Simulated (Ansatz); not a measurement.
A run of Ansatz (development build ahead of 0.2.0) on singlet H₆ at this shape:

```xyz
6

H     1.0000    0.0000    0.0000
H     0.5000    0.8920    0.0000
H    -0.5000    0.8920    0.0000
H    -1.0000    0.0000    0.0000
H    -0.5000   -0.8920    0.0000
H     0.5000   -0.8920    0.0000
```

Its results:

* Converged: yes
* Total energy: -3.23004 hartree
* Spin squared of the determinant: 0.000

(1) Which input gives this output? Name the method, the orbitals and the basis set, and write the input.

## Answers

(1) RHF in 6-31G. An unrestricted run that stays on the closed shell gives the same numbers.

```yaml
crystal:
  periodic: [false, false, false]
  atoms:
    - { symbol: H, position_ang: [1.0, 0.0, 0.0] }
    - { symbol: H, position_ang: [0.5, 0.89201, 0.0] }
    - { symbol: H, position_ang: [-0.5, 0.89201, 0.0] }
    - { symbol: H, position_ang: [-1.0, 0.0, 0.0] }
    - { symbol: H, position_ang: [-0.5, -0.89201, 0.0] }
    - { symbol: H, position_ang: [0.5, -0.89201, 0.0] }
basis:
  gaussian: { orbitals: "6-31G" }
hamiltonian:
  xc: hf
```

Caution: stretched shape with no unrestricted run beside it, a lower state can exist.
